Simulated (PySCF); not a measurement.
C2H5BN2, SMILES NB1C=NC1.

Coordinates come from a PBE0-D3(BJ)/def2-SVP optimisation. This is a generated structure with no PubChem entry under its InChIKey; it may be hypothetical. The values are those of a single conformer.

All values below come from PySCF with TDA-PBE/def2-SVPD.

Vertical excitations. Isolated molecule, no solvent. State labels are in the subgroup Cs.

Computed excitation energies, oscillator strengths and character:
```
state  symmetry  energy (eV)  λ (nm)      f                                            main pairs
-----  --------  -----------  ------  -----  ----------------------------------------------------
S1           A"         3.75     331  0.000                                        HOMO→LUMO 99 %
S2           A'         4.97     249  0.025                                      HOMO→LUMO+1 96 %
S3           A"         5.07     245  0.000                                     HOMO−1→LUMO 100 %
S4           A'         6.10     203  0.012                    HOMO−3→LUMO 53 %, HOMO−2→LUMO 32 %
S5           A"         6.23     199  0.002                                      HOMO→LUMO+2 99 %
S6           A'         6.29     197  0.106                    HOMO→LUMO+3 72 %, HOMO−3→LUMO 14 %
S7           A'         6.31     196  0.096  HOMO−2→LUMO 38 %, HOMO→LUMO+3 26 %, HOMO−3→LUMO 22 %
S8           A'         6.47     192  0.027                                      HOMO→LUMO+4 97 %
S9           A'         6.59     188  0.014                                    HOMO−1→LUMO+1 98 %
S10          A"         6.64     187  0.007                                    HOMO−2→LUMO+1 99 %
T1           A"         2.81     442      0                                       HOMO→LUMO 100 %
T2           A'         4.21     295      0                                      HOMO−2→LUMO 96 %
T3           A"         4.70     264      0                                      HOMO−1→LUMO 99 %
T4           A'         4.85     256      0                                     HOMO→LUMO+1 100 %
```
Triplets are in the Tamm–Dancoff approximation.
